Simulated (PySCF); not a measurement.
Isomers of C4H12Si3.

All values: CAM-B3LYP/def2-SVPD (PySCF) at GFN2-xTB geometries, gas phase, one conformer each. Core orbitals are frozen in the response; Δα² is half the sum of the squared differences of the principal polarisabilities.

**Question.** Rank by polarisability anisotropy Δα, lowest first.
A. `[CH:1]#[C:2][SiH2:3][SiH2:4][C@@H:5]([CH3:6])[SiH3:7]` with C2–Si3–Si4–C5 65°, Si3–Si4–C5–C6 -62°
B. `[CH:1]#[C:2][C@@H:3]([CH3:4])[SiH:5]([SiH3:6])[SiH3:7]` with C2–C3–Si5–Si6 -69°
C. `[CH2:1]=[CH:2][SiH2:3]/[C:4]([SiH3:5])=[CH:6]/[SiH3:7]` with C1–C2–Si3–C4 -5°, C2–Si3–C4–Si5 -66°
D. `[CH2:1]=[CH:2][C@H:3]1[SiH2:4][C@@H:5]([SiH3:6])[SiH2:7]1` with C1–C2–C3–Si4 127°
E. `[CH3:1][C:2]#[C:3][SiH2:4][Si@@H:5]([CH3:6])[SiH3:7]` with C3–Si4–Si5–C6 -63°
F. `[CH:1]#[C:2][SiH2:3][SiH2:4][SiH2:5][CH2:6][CH3:7]` with C2–Si3–Si4–Si5 -58°, Si3–Si4–Si5–C6 60°, Si4–Si5–C6–C7 -175°

**Answer.** B (2.28 Å³), A (3.91 Å³), E (4.57 Å³), C (5.34 Å³), F (5.78 Å³), D (6.50 Å³).

**Question.** Rank by mean static polarisability, lowest first.
A. `[CH:1]#[C:2][C@@H:3]([CH3:4])[SiH:5]([SiH3:6])[SiH3:7]` with C2–C3–Si5–Si6 -69°
B. `[CH3:1][Si@@H:2]1[CH:3]=[CH:4][SiH2:5][CH2:6][SiH2:7]1` with C1–Si2–C3–C4 -126°, C3–C4–Si5–C6 -24°, C4–Si5–C6–Si7 52°, Si5–C6–Si7–Si2 -51°
C. `[CH:1]#[C:2][CH2:3][CH2:4][SiH:5]([SiH3:6])[SiH3:7]` with C2–C3–C4–Si5 -179°, C3–C4–Si5–Si6 -64°
D. `[CH2:1]=[CH:2][C@H:3]1[SiH2:4][C@@H:5]([SiH3:6])[SiH2:7]1` with C1–C2–C3–Si4 127°
E. `[SiH3:1]/[CH:2]=[CH:3]\[SiH2:4][SiH:5]1[CH2:6][CH2:7]1` with C2–C3–Si4–Si5 -81°, C3–Si4–Si5–C6 15°

**Answer.** B (18.56 Å³), D (18.83 Å³), E (19.22 Å³), A (19.53 Å³), C (19.84 Å³).

**Question.** Rank by HOMO energy, lowest first.
A. `[CH3:1][C:2]#[C:3][SiH2:4][Si@@H:5]([CH3:6])[SiH3:7]` with C3–Si4–Si5–C6 -63°
B. `[CH2:1]=[CH:2][SiH2:3]/[C:4]([SiH3:5])=[CH:6]\[SiH3:7]` with C1–C2–Si3–C4 101°, C2–Si3–C4–Si5 -85°
C. `[CH2:1]=[CH:2][SiH2:3]/[C:4]([SiH3:5])=[CH:6]/[SiH3:7]` with C1–C2–Si3–C4 -5°, C2–Si3–C4–Si5 -66°
D. `[CH2:1]=[CH:2][C@H:3]1[SiH2:4][C@@H:5]([SiH3:6])[SiH2:7]1` with C1–C2–C3–Si4 127°

**Answer.** C (-9.02 eV), B (-8.80 eV), A (-8.63 eV), D (-8.00 eV).

All values together:

```tsv
SMILES	μ (D)	HOMO (eV)	LUMO (eV)	α (Å³)	Δα (Å³)
C#C[C@@H](C)[SiH]([SiH3])[SiH3]	0.74	-8.71	0.53	19.53	2.28
[SiH3]C#C[SiH2]CC[SiH3]	0.06	-9.11	0.53	19.25	7.32
C#C[SiH2][SiH2][C@@H](C)[SiH3]	0.97	-9.14	0.64	18.78	3.91
C[Si@@H]1C=C[SiH2]C[SiH2]1	0.32	-8.95	0.38	18.56	6.04
C#CCC[SiH]([SiH3])[SiH3]	0.40	-9.11	0.33	19.84	5.91
C=C[C@H]1[SiH2][C@@H]([SiH3])[SiH2]1	0.88	-8.00	0.48	18.83	6.50
C=C[SiH2]/C([SiH3])=C/[SiH3]	0.51	-9.02	-0.17	19.09	5.34
C=C[SiH2]/C([SiH3])=C\[SiH3]	0.45	-8.80	-0.22	19.30	7.08
C#C[SiH2][SiH2][SiH2]CC	0.83	-9.13	0.48	19.53	5.78
CC#C[SiH2][Si@@H](C)[SiH3]	1.47	-8.63	0.58	20.00	4.57
[SiH3]/C=C\[SiH2][SiH]1CC1	0.69	-8.03	-0.13	19.22	4.04
[SiH3]C([SiH3])([SiH3])C1=CC1	0.31	-8.06	0.87	18.36	2.07
```

Conformers: `[CH:1]#[C:2][C@@H:3]([CH3:4])[SiH:5]([SiH3:6])[SiH3:7]` with C2–C3–Si5–Si6 -69°; `[SiH3:1][C:2]#[C:3][SiH2:4][CH2:5][CH2:6][SiH3:7]` with C3–Si4–C5–C6 53°, Si4–C5–C6–Si7 179°; `[CH:1]#[C:2][SiH2:3][SiH2:4][C@@H:5]([CH3:6])[SiH3:7]` with C2–Si3–Si4–C5 65°, Si3–Si4–C5–C6 -62°; `[CH3:1][Si@@H:2]1[CH:3]=[CH:4][SiH2:5][CH2:6][SiH2:7]1` with C1–Si2–C3–C4 -126°, C3–C4–Si5–C6 -24°, C4–Si5–C6–Si7 52°, Si5–C6–Si7–Si2 -51°; `[CH:1]#[C:2][CH2:3][CH2:4][SiH:5]([SiH3:6])[SiH3:7]` with C2–C3–C4–Si5 -179°, C3–C4–Si5–Si6 -64°; `[CH2:1]=[CH:2][C@H:3]1[SiH2:4][C@@H:5]([SiH3:6])[SiH2:7]1` with C1–C2–C3–Si4 127°; `[CH2:1]=[CH:2][SiH2:3]/[C:4]([SiH3:5])=[CH:6]/[SiH3:7]` with C1–C2–Si3–C4 -5°, C2–Si3–C4–Si5 -66°; `[CH2:1]=[CH:2][SiH2:3]/[C:4]([SiH3:5])=[CH:6]\[SiH3:7]` with C1–C2–Si3–C4 101°, C2–Si3–C4–Si5 -85°; `[CH:1]#[C:2][SiH2:3][SiH2:4][SiH2:5][CH2:6][CH3:7]` with C2–Si3–Si4–Si5 -58°, Si3–Si4–Si5–C6 60°, Si4–Si5–C6–C7 -175°; `[CH3:1][C:2]#[C:3][SiH2:4][Si@@H:5]([CH3:6])[SiH3:7]` with C3–Si4–Si5–C6 -63°; `[SiH3:1]/[CH:2]=[CH:3]\[SiH2:4][SiH:5]1[CH2:6][CH2:7]1` with C2–C3–Si4–Si5 -81°, C3–Si4–Si5–C6 15°.
